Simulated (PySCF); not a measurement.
F4V (SMILES [F][V]([F])([F])[F]), doublet, at a GFN2-xTB geometry (such geometries of metal compounds can be far from the true shape) (the multiplicity is a formal guess), with bond 4-1 at 2.0 times its length. Base run: HF/STO-3G (PySCF).

The PySCF input:
```python
from pyscf import gto, scf

mol = gto.M(
    atom='''
V    -0.000000    0.000000    0.000000
F     0.754420    0.947743   -1.105966
F     0.398502   -1.087012    1.161950
F    -1.326610   -2.126805   -2.116344
F    -0.489617    1.202672    1.002188
''',
    basis='sto-3g',
    charge=0,
    spin=1,
    verbose=4,
)

mf = scf.UHF(mol)
mf.kernel()
mf.analyze()
```

The base run was repeated with changes; each row names its change, and settings that it needs were set with it.

```
change                                                                            ΔE vs base (mEh)  SCF cycles  <S^2>               outcome
--------------------------------------------------------------------------------  ----------------  ----------  -----  --------------------
base                                                                                         0.000          45  0.756             converged
conv_tol = 1e-11                                                                                 -          50      -         not converged
diis_space = 12                                                                             -3.469          41  1.072  another SCF solution
diis_space = 20                                                                              0.000          37  0.756             converged
init_guess = atom                                                                           -3.469          49  1.072  another SCF solution
level_shift = 0.3 (with mf.max_cycle = 100)                                                 -3.469          80  1.072  another SCF solution
diis = off; damp = 0.3 (with mf.diis_start_cycle = 200; with mf.max_cycle = 150)                 -         150      -         not converged
conv_tol = 1e-7                                                                              0.000          38  0.756             converged
DIIS = EDIIS                                                                                     -          50      -         not converged
diis_space = 4                                                                                   -          50      -         not converged
init_guess = huckel                                                                         -206.7          20  1.764  another SCF solution
damp = 0.5; diis_start_cycle = 5                                                                 -          50      -         not converged
diis_space = 2                                                                                   -          50      -         not converged
```

A guess, shift, damping, solver or small numerical setting can't move a converged solution much, so rows marked as another SCF solution ended in a different state.

Open shells are given as the SCF converged; they aren't shown to be the lowest states, and a large step between rows can be another state.
